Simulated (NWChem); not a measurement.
# Correlation energy of Tl

```xyz
1

Tl     0.0000     0.0000     0.0000
```
Charge 0, spin multiplicity 2.

Everything below was run with NWChem.

Basis set: def2-QZVP. Each correlation energy counts from its own Hartree-Fock reference.

| method | correlation energy (mHa) |
|---|---|
| UMP2 | -424.5 |
| CCSD(T) on ROHF | -402.2 |
| CCSD on ROHF | -391.2 |
| SCS-UMP2 | -378.4 |
| CCSD[T] on ROHF | -402.4 |

The values span 46.1 mHa, from UMP2 (lowest) to SCS-UMP2 (highest). 

Effective core potentials replace the inner electrons of Tl; spin-orbit coupling is left out. The correlated methods keep 4 core orbitals frozen. No SCF solution was tested for a lower state. Open-shell Hartree-Fock references start from PBE0 orbitals. Coupled-cluster values serve here as a point of comparison, not as the truth.
